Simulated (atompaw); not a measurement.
**Reading a pseudo-wave (Hf (Z = 72))**

Columns: radius, all-electron u(r) and pseudo u(r) of the 6s shell (level -25.76 eV) of hafnium in the configuration [Xe] 4f14 5d1 6s0 6p0; PBEsol, scalar-relativistic, PAW (atompaw) scheme, atompaw 4.2.0.5.

```tsv
r (bohr)	all-electron	pseudo
0.115	-0.0971	0.0346
0.231	-0.0087	0.0696
0.346	0.2276	0.1047
0.462	0.1457	0.1407
0.577	-0.0736	0.1770
0.692	-0.2627	0.2141
0.808	-0.3626	0.2523
0.923	-0.3719	0.2910
1.038	-0.3130	0.3304
1.154	-0.2091	0.3707
1.269	-0.0828	0.4110
1.385	0.0523	0.4517
1.500	0.1828	0.4915
1.615	0.3031	0.5305
1.731	0.4096	0.5682
1.846	0.4989	0.6032
1.962	0.5717	0.6352
2.077	0.6274	0.6628
2.192	0.6678	0.6853
2.308	0.6946	0.7017
2.423	0.7089	0.7111
2.538	0.7127	0.7132
2.654	0.7076	0.7076
2.769	0.6952	0.6952
2.885	0.6765	0.6765
3.000	0.6534	0.6534
```

Q: How many radial nodes do the two functions have?

A: The all-electron 6s function has n − l − 1 = 5 (the table is too coarse to show those close to the nucleus); the pseudo-wave has 0, since the states of the same l below it are removed with the core.

Q: At about which radius was the pseudo-wave matched?

A: 2.75 bohr. The columns agree to 0.0005 from 2.54 bohr on; several derivatives are matched, so the curves merge somewhat inside the radius.

Q: Where does each function peak?

A: Outermost all-electron maximum near 2.54 bohr, pseudo maximum near 2.54 bohr (to the table’s step).

Q: Is the pseudo-wave norm-conserving?

A: No, it belongs to a PAW set: the norm inside the radius is not constrained, and the difference is carried by the augmentation charge.
